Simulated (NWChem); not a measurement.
System: C2H3ClF2Si; SMILES F/C(Cl)=C(/[SiH3])F

The following NWChem deck was run.

```
start job
memory heap 200 mb stack 900 mb global 1100 mb
geometry units angstroms noautosym nocenter noautoz
  F      1.823599    -1.070670     0.000000
  C      0.569553    -0.556479     0.000000
  Si    -0.887366    -1.772941     0.000000
  C      0.447526     0.793301     0.000000
  F      1.479071     1.629638     0.000000
  Cl    -1.099758     1.565474     0.000000
  H     -0.287093    -3.147831     0.000000
  H     -1.737608    -1.578981     1.223420
  H     -1.737608    -1.578981    -1.223420
end
basis spherical
  F library def2-svp
  C library def2-svp
  Si library def2-svp
  Cl library def2-svp
  H library def2-svp
end
dft
  xc pbe0
  iterations 150
end
cosmo
  do_cosmo_smd true
  solvent water
end
task dft energy
```

Output (shortened):

```
             Northwest Computational Chemistry Package (NWChem) 7.3.0
             --------------------------------------------------------

                             Geometry "geometry" -> ""
                             -------------------------

 Output coordinates in angstroms (scale by  1.889725989 to convert to a.u.)

  No.       Tag          Charge          X              Y              Z
 ---- ---------------- ---------- -------------- -------------- --------------
    1 F                    9.0000     1.82359900    -1.07067000     0.00000000
    2 C                    6.0000     0.56955300    -0.55647900     0.00000000
    3 Si                  14.0000    -0.88736600    -1.77294100     0.00000000
    4 C                    6.0000     0.44752600     0.79330100     0.00000000
    5 F                    9.0000     1.47907100     1.62963800     0.00000000
    6 Cl                  17.0000    -1.09975800     1.56547400     0.00000000
    7 H                    1.0000    -0.28709300    -3.14783100     0.00000000
    8 H                    1.0000    -1.73760800    -1.57898100     1.22342000
    9 H                    1.0000    -1.73760800    -1.57898100    -1.22342000

 Effective nuclear repulsion energy (a.u.)     352.0001015701

                                 NWChem DFT Module
                                 -----------------

 Summary of "ao basis" -> "ao basis" (spherical)
 ------------------------------------------------------------------------------
       Tag                 Description            Shells   Functions and Types
 ---------------- ------------------------------  ------  ---------------------
 F                          def2-svp                 6       14   3s2p1d
 C                          def2-svp                 6       14   3s2p1d
 Si                         def2-svp                 8       18   4s3p1d
 Cl                         def2-svp                 8       18   4s3p1d
 H                          def2-svp                 3        5   2s1p

 in cosmo_initialize ...
 calling solv_data for solv:h2o

 solvent parameters
 solvname_short: h2o
 solvname_long:  water
 dielec:       78.4000
 dielecinf:     1.7769
 aqueous SMD model solvent descriptors
 dielec:       78.4000
 sola:          0.8200

          ---------------
          -cosmo- solvent
          ---------------
 Cosmo: York-Karplus, doi: 10.1021/jp992097l
 dielectric constant -eps-     =  78.40
 screen = (eps-1)/(eps    )    =   0.98724
 surface charge correction     = lagrangian

   van der Waals surface
 --------------------------

 ---------- ATOMIC COORDINATES (A.U.) ------------ VDWR(ANG.) --
     1    3.44610242   -2.02327292    0.00000000     1.730
     2    1.07629911   -1.05159283    0.00000000     1.850
     3   -1.67687859   -3.35037268    0.00000000     2.470
     4    0.84570151    1.49912152    0.00000000     1.850
     5    2.79503891    3.07956928    0.00000000     1.730
     6   -2.07824127    2.95831690    0.00000000     2.380
     7   -0.54252710   -5.94853805    0.00000000     1.200
     8   -3.28360300   -2.98384143    2.31192857     1.200
     9   -3.28360300   -2.98384143   -2.31192857     1.200
 number of segments per atom =        128
 number of   points per atom =        128
 atom (   nspa,  nppa )
 ----------------------
    1 (     80,     0 )       0
    2 (     20,     0 )       0
    3 (     88,     0 )       0
    4 (     22,     0 )       0
    5 (     76,     0 )       0
    6 (     90,     0 )       0
    7 (     34,     0 )       0
    8 (     34,     0 )       0
    9 (     34,     0 )       0
 number of -cosmo- surface points =      478
 molecular surface =    156.432 angstrom**2
 molecular volume  =    143.801 angstrom**3
 -lineq- algorithm             =   0
 -bem- low  level              =   3
 -bem- from -octahedral-
 gaussian surface charge width =   4.50000
 degree of switching           =   1.00000
 switching function tolerance  =   0.00010
 atomic radii =
 --------------
    1  9.000  1.730
    2  6.000  1.850
    3 14.000  2.470
    4  6.000  1.850
    5  9.000  1.730
    6 17.000  2.380
    7  1.000  1.200
    8  1.000  1.200
    9  1.000  1.200
 ...... end of -cosmo- initialization ......

 nat:                     9
 ixmem:                  4523
 calling mnsol_interface()
 G(SMD-CDS) energy (kcal/mol)  =     4.868
 SMD-CDS SASA (angstrom**2)    =   161.460

            General Information
            -------------------
          SCF calculation type: DFT
          Wavefunction type:  closed shell.
          No. of atoms     :     9
          No. of electrons :    64
           Alpha electrons :    32
            Beta electrons :    32
          Charge           :     0
          Spin multiplicity:     1
          Use of symmetry is: off; symmetry adaption is: off
          Maximum number of iterations: 150
          AO basis - number of functions:   107
                     number of shells:    49
          Convergence on energy requested:  1.00D-06
          Convergence on density requested:  1.00D-05
          Convergence on gradient requested:  5.00D-04

              XC Information
              --------------
                         PBE0 Method XC Functional
                     Hartree-Fock (Exact) Exchange  0.250
          PerdewBurkeErnzerhof Exchange Functional  0.750
            Perdew 1991 LDA Correlation Functional  1.000 local
           PerdewBurkeErnz. Correlation Functional  1.000 non-local

             Grid Information
             ----------------
          Grid used for XC integration:  medium
          Radial quadrature: Mura-Knowles
          Angular quadrature: Lebedev.
          Tag              B.-S. Rad. Rad. Pts. Rad. Cut. Ang. Pts.
          ---              ---------- --------- --------- ---------
          F                   0.50       49          12.0       434
          C                   0.70       49          11.0       434
          Si                  1.10       88           9.0       590
          Cl                  1.00       88          12.0       590
          H                   0.35       45          11.0       434
          Grid pruning is: on
          Number of quadrature shells:   507
          Spatial weights used:  Erf1

      Superposition of Atomic Density Guess
      -------------------------------------

 Sum of atomic energies:       -1023.39454435

      Non-variational initial energy
      ------------------------------

 Total energy =   -1025.345380
 1-e energy   =   -2117.778395
 2-e energy   =     740.432914
 HOMO         =      -0.224991
 LUMO         =       0.058093

   convergence    iter        energy       DeltaE   RMS-Dens  Diis-err
 ---------------- ----- ----------------- --------- --------- ---------
     COSMO gas phase
 d= 0,ls=0.0,diis     1  -1026.2047756881 -1.38D+03  1.67D-02  1.10D+00
 d= 0,ls=0.0,diis     2  -1026.0739393404  1.31D-01  1.05D-02  2.57D+00
 d= 0,ls=0.0,diis     3  -1026.3317702697 -2.58D-01  1.95D-03  4.41D-02
 d= 0,ls=0.0,diis     4  -1026.3346230334 -2.85D-03  1.04D-03  1.33D-02
 d= 0,ls=0.0,diis     5  -1026.3360399948 -1.42D-03  2.85D-04  1.68D-03
  Resetting Diis
 d= 0,ls=0.0,diis     6  -1026.3362236856 -1.84D-04  7.63D-05  7.28D-05
 d= 0,ls=0.0,diis     7  -1026.3362320355 -8.35D-06  3.71D-05  4.63D-06
 d= 0,ls=0.0,diis     8  -1026.3362317522  2.83D-07  1.86D-05  8.16D-06
 d= 0,ls=0.0,diis     9  -1026.3362325429 -7.91D-07  2.69D-06  7.97D-08

   convergence    iter        energy       DeltaE   RMS-Dens  Diis-err
 ---------------- ----- ----------------- --------- --------- ---------
     COSMO solvation phase
 d= 0,ls=0.0,diis     1  -1026.3302542758  5.98D-03  6.88D-04  6.30D-04
 d= 0,ls=0.0,diis     2  -1026.3303903596 -1.36D-04  1.66D-04  4.36D-04
 d= 0,ls=0.0,diis     3  -1026.3304210811 -3.07D-05  4.77D-05  7.11D-05
 d= 0,ls=0.0,diis     4  -1026.3304270319 -5.95D-06  1.76D-05  2.23D-06
 d= 0,ls=0.0,diis     5  -1026.3304272777 -2.46D-07  5.69D-06  4.33D-07

         Total DFT energy =    -1026.330427277687
      One electron energy =    -2119.164358916065
           Coulomb energy =      822.269681307754
    Exchange-Corr. energy =      -81.418391236395
 Nuclear repulsion energy =      352.000101570080

             COSMO energy =       -0.017460003061

 Numeric. integr. density =       63.999980510983

                                COSMO-SMD solvation results
                                ---------------------------

             internal energy in gas <Psi(g)|H|Psi(g)> =     -1026.336232542911
         internal energy in solvent <Psi(s)|H|Psi(s)> =     -1026.336029175234
                               delta internal energy  =         0.000203367677 (    0.13 kcal/mol)
   total free energy in solvent <Psi(s)|H+V/2|Psi(s)> =     -1026.338184880944
 polarization energy contribution <Psi(s)|V/2|Psi(s)> =        -0.002155705710 (   -1.35 kcal/mol)
    total free energy in solvent including G(SMD-CDS) =     -1026.330427277687
                       G(SMD-CDS) energy contribution =         0.007757603256 (    4.87 kcal/mol)
     1 M fixed-concentration free energy of solvation =         0.005805265224 (    3.64 kcal/mol)

                       DFT Final Molecular Orbital Analysis
                       ------------------------------------

 Vector   30  Occ=2.000000D+00  E=-3.644822D-01
              MO Center= -1.3D+00, -1.2D+00, -7.5D-08, r^2= 3.4D+00
   Bfn.  Coefficient  Atom+Function         Bfn.  Coefficient  Atom+Function
  ----- ------------  ---------------      ----- ------------  ---------------
    98      0.296858  8 H  s                103     -0.296858  9 H  s
    38      0.288344  3 Si pz                87     -0.241070  6 Cl pz
    41      0.210362  3 Si pz                84     -0.185286  6 Cl pz
    35     -0.160839  3 Si pz                99      0.150169  8 H  s
   104     -0.150169  9 H  s                 81     -0.106364  6 Cl pz

 Vector   31  Occ=2.000000D+00  E=-3.551595D-01
              MO Center= -8.5D-01, -6.8D-01,  1.2D-08, r^2= 5.6D+00
   Bfn.  Coefficient  Atom+Function         Bfn.  Coefficient  Atom+Function
  ----- ------------  ---------------      ----- ------------  ---------------
    86      0.377892  6 Cl py                83      0.285135  6 Cl py
    93     -0.283665  7 H  s                 85      0.188972  6 Cl px
    94     -0.170740  7 H  s                 37      0.166334  3 Si py
    80      0.163925  6 Cl py                36     -0.162615  3 Si px
    98      0.154297  8 H  s                103      0.154297  9 H  s

 Vector   32  Occ=2.000000D+00  E=-2.698371D-01
              MO Center=  3.0D-01,  2.0D-01,  6.9D-10, r^2= 3.0D+00
   Bfn.  Coefficient  Atom+Function         Bfn.  Coefficient  Atom+Function
  ----- ------------  ---------------      ----- ------------  ---------------
    20      0.381188  2 C  pz                52      0.362877  4 C  pz
    87     -0.319599  6 Cl pz                 6      0.250620  1 F  pz
    23      0.251264  2 C  pz                84     -0.215795  6 Cl pz
    55      0.208827  4 C  pz                 9     -0.205867  1 F  pz
    66      0.203526  5 F  pz                69     -0.168981  5 F  pz

 Vector   33  Occ=0.000000D+00  E=-2.286000D-02
              MO Center=  1.6D-01, -1.8D-01,  8.9D-11, r^2= 3.3D+00
   Bfn.  Coefficient  Atom+Function         Bfn.  Coefficient  Atom+Function
  ----- ------------  ---------------      ----- ------------  ---------------
    55      0.507073  4 C  pz                52      0.469395  4 C  pz
    41     -0.459550  3 Si pz                23     -0.420161  2 C  pz
    99      0.369530  8 H  s                104     -0.369530  9 H  s
    20     -0.363233  2 C  pz                87     -0.209315  6 Cl pz
    66      0.175178  5 F  pz                69     -0.171285  5 F  pz

 Vector   34  Occ=0.000000D+00  E= 2.220507D-02
              MO Center= -7.6D-02, -4.9D-01, -1.0D-09, r^2= 4.7D+00
   Bfn.  Coefficient  Atom+Function         Bfn.  Coefficient  Atom+Function
  ----- ------------  ---------------      ----- ------------  ---------------
    39      0.815587  3 Si px                21      0.450193  2 C  px
    94     -0.425466  7 H  s                 32      0.389201  3 Si s
    53      0.353863  4 C  px                50      0.336613  4 C  px
    85      0.333947  6 Cl px                 3     -0.323839  1 F  s
    86     -0.295889  6 Cl py                99      0.292582  8 H  s

 Vector   35  Occ=0.000000D+00  E= 3.718645D-02
              MO Center= -8.4D-01, -8.7D-01,  1.3D-10, r^2= 4.9D+00
   Bfn.  Coefficient  Atom+Function         Bfn.  Coefficient  Atom+Function
  ----- ------------  ---------------      ----- ------------  ---------------
    40      1.183151  3 Si py                94      0.893983  7 H  s
    17     -0.667688  2 C  s                 49     -0.454576  4 C  s
    85      0.455632  6 Cl px                78      0.320595  6 Cl s
    48     -0.271665  4 C  s                 99     -0.236598  8 H  s
   104     -0.236598  9 H  s                 22      0.226192  2 C  py

     Multipole analysis of the density
     ---------------------------------

     L   x y z        total         alpha         beta         nuclear
     -   - - -        -----         -----         ----         -------
     0   0 0 0     -0.000000    -32.000000    -32.000000     64.000000

     1   1 0 0     -0.691090     -1.238615     -1.238615      1.786141
     1   0 1 0     -0.212121     -1.936955     -1.936955      3.661788
     1   0 0 1      0.000000      0.000000      0.000000      0.000000

     2   2 0 0    -37.182901   -180.132640   -180.132640    323.082378
     2   1 1 0      0.648083     -5.921629     -5.921629     12.491340
     2   1 0 1      0.000000      0.000000      0.000000      0.000000
     2   0 2 0    -35.350067   -268.392656   -268.392656    501.435244
     2   0 1 1     -0.000000     -0.000000     -0.000000      0.000000
     2   0 0 2    -35.640447    -23.165237    -23.165237     10.690027
```

Level: PBE0/def2-SVP, SMD on the gas-phase geometry. Structure relaxed at the PBE-D3(BJ)/def2-SVP level. Solvent: water.
